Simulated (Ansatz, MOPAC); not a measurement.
System: H4BPO2, net charge 0, singlet state. SMILES: PB(O)O
Coordinates optimised at B3LYP-D3(BJ)/def2-TZVP (Ansatz, an electronic-structure program):
```
B
O 1 1.3600
H 2 0.9657 1 112.68
O 1 1.3691 2 118.34 3 -0.10
H 4 0.9606 1 115.17 2 179.05
P 1 1.9451 2 117.74 3 -175.22
H 6 1.4144 1 96.29 2 -47.31
H 6 1.4187 7 95.01 1 97.25
```

Wanted: vertical ionisation energy to the doublet, in eV. Set-up: each state is the SCF solution reached for its charge and spin; dispersion terms only where a functional's name holds one; valence correlation only; non-relativistic; spin-orbit terms left out; UHF or UKS for open shells. Basis-set limits of correlation are two-point, X^-3; Hartree-Fock from the larger set. The bracket is a focal-point correction in the basis named. Ab initio and DFT rows: single points at B3LYP-D3(BJ) geometries (Ansatz). Semi-empirical rows: differences of heats of formation at the shared geometry for vertical values.

```
species            coefficient  E at B3LYP/STO-3G (Ansatz), Eh  E at wB97M-V/def2-TZVPD (Ansatz), Eh  heat of formation at MNDO (MOPAC), kcal/mol
-----------------  -----------  ------------------------------  ------------------------------------  -------------------------------------------
charge 1, doublet           +1                      -512.61160                            -518.81013                                        89.43
charge 0, singlet           -1                      -512.86679                            -519.17063                                      -155.07
```

Coupled cluster (Ansatz) is a level with limits of its own, used here on species with T1 under 0.025 (0.045 for open shells) and stable references: RI-MP2/CBS(aug-cc-pV(T+d)Z,aug-cc-pV(Q+d)Z)+[CCSD(T)-MP2]/aug-cc-pV(T+d)Z. Value to compare with, RI-MP2/CBS(aug-cc-pV(T+d)Z,aug-cc-pV(Q+d)Z)+[CCSD(T)-MP2]/aug-cc-pV(T+d)Z (Ansatz): 9.92 eV. 1 Eh = 27.2114 eV and 1 eV = 23.0605 kcal/mol.

Task: Work the quantity out at each level, and compare with RI-MP2/CBS(aug-cc-pV(T+d)Z,aug-cc-pV(Q+d)Z)+[CCSD(T)-MP2]/aug-cc-pV(T+d)Z (Ansatz).

Result: 
- B3LYP/STO-3G: the sum of coefficient times E is 0.25519 Eh, or 6.944 eV. Result: 6.94 eV. Its difference against RI-MP2/CBS(aug-cc-pV(T+d)Z,aug-cc-pV(Q+d)Z)+[CCSD(T)-MP2]/aug-cc-pV(T+d)Z (Ansatz) is -2.98 eV.
- wB97M-V/def2-TZVPD: the sum of coefficient times E is 0.36050 Eh, or 9.810 eV. Result: 9.81 eV. Its difference against RI-MP2/CBS(aug-cc-pV(T+d)Z,aug-cc-pV(Q+d)Z)+[CCSD(T)-MP2]/aug-cc-pV(T+d)Z (Ansatz) is -0.11 eV.
- MNDO: the sum of coefficient times heat of formation is 244.50 kcal/mol, or 10.60 eV. Its difference against RI-MP2/CBS(aug-cc-pV(T+d)Z,aug-cc-pV(Q+d)Z)+[CCSD(T)-MP2]/aug-cc-pV(T+d)Z (Ansatz) is 0.68 eV.
